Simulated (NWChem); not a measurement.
System: C₂H₄ClF; SMILES [C@H](F)(Cl)C

All runs: NWChem. Pople sets run with spherical d functions. Coordinates come from a PBE0/def2-SVP optimisation.

Problem. Order these runs by computing time, cheapest first, and give rough ratios: TPSS/6-311++G**; TPSS/STO-3G; TPSS/6-31G*.

Solution. TPSS/STO-3G (1), TPSS/6-31G* (4), TPSS/6-311++G** (10). Ratios are rough, from one shared machine; the cheapest took roughly 3 core-seconds. What differs between the cheapest and the dearest: highest occupied level (eV) -4.42 → -7.45; orbital gap (eV) 7.67 → 6.94; dipole (D) 2.30 → 2.28.
